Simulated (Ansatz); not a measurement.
Ideal-gas functions of `O=C=N[SiH]Cl` radical at 500 K and 1 bar, from an Ansatz frequency run at PBE0-D4/def2-TZVP.

Molar mass 106.56 g/mol, point group C1 (symmetry number 1), electronic degeneracy 2, moments of inertia 57.766, 344.397, 397.522 u Å². Harmonic wavenumbers (cm⁻¹, unscaled): 39, 106, 236, 535, 616, 634, 669, 675, 776, 1503, 2208, 2401.

Use S(trans) = R[1.5 ln M + 2.5 ln T − 1.1517]; rotational temperatures θ = 24.2544 K / I; S(rot) = R[ln(√π/σ · √(T³/θAθBθC)) + 1.5]; for each mode x = 1.438777 ν̃/T, S = R[x/(eˣ − 1) − ln(1 − e⁻ˣ)] and H = RT x/(eˣ − 1); 1 cm⁻¹ = 0.0119627 kJ/mol; R = 8.31446 J/(mol·K).

**Question.** By hand: the entropy, in J/(mol·K).

**Answer.** Translation 177.8. Rotation: θ = 0.4199, 0.0704, 0.061 K, giving 121.0. Vibration, mode by mode: 26.50, 18.22, 11.69, 5.50, 4.56, 4.38, 4.04, 3.99, 3.17, 0.59, 0.11, 0.07, in all 82.8. Electronic 5.8. Sum 387.4 J/(mol·K).

**Question.** By hand: H − E and G − E in kJ/mol, counted from the electronic energy.

**Answer.** Zero-point energy ½ × 10398 × 0.0119627 = 62.2; thermal vibration 19.3; translation, rotation and pV give 4 RT = 16.6. H − E = 98.1 kJ/mol, and G − E = 98.1 − 500 × 387.4/1000 = -95.6 kJ/mol.

Vibration gives 21 % of the entropy, 44.7 J/(mol·K) of it from the modes under 150 cm⁻¹: soft modes count most, and the harmonic formula is weakest for them. The sum counts one conformer and one mirror image; others add a mixing term.
